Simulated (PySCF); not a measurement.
**How methods differ on the ionisation energy of Mn⁺**

Mn⁺ [Ar] 3d5 4s1 (7S) → Mn²⁺ [Ar] 3d5 (6S), as a difference of total energies. Calculation: PySCF 2.14, in x2c-TZVPPall with one added diffuse shell each of s, p, d, f type (7s6p5d3f1g, 80 functions); the spin-free X2C one-electron Hamiltonian (Gaussian nucleus). Correlated levels: valence and next inner shell: [Ne] frozen. The calculations carry no spin-orbit coupling.

```json
{"method": "UHF", "ionisation energy (eV)": "14.855"}
{"method": "MP2 (valence and next inner shell)", "ionisation energy (eV)": "15.620"}
{"method": "SCS-MP2 (valence and next inner shell)", "ionisation energy (eV)": "15.340"}
{"method": "CCSD (valence and next inner shell)", "ionisation energy (eV)": "15.559"}
{"method": "CCSD(T) (valence and next inner shell)", "ionisation energy (eV)": "15.603"}
```

Question: How much does correlation contribute at CCSD(T) (valence and next inner shell)?

Answer: 15.603 − (14.855) = 0.748 eV, measured against UHF.

Errors of the correlated levels include the incompleteness of this basis and the frozen core.

For comparison: 15.640 eV (measured; NIST Atomic Spectra Database, ionization energies).
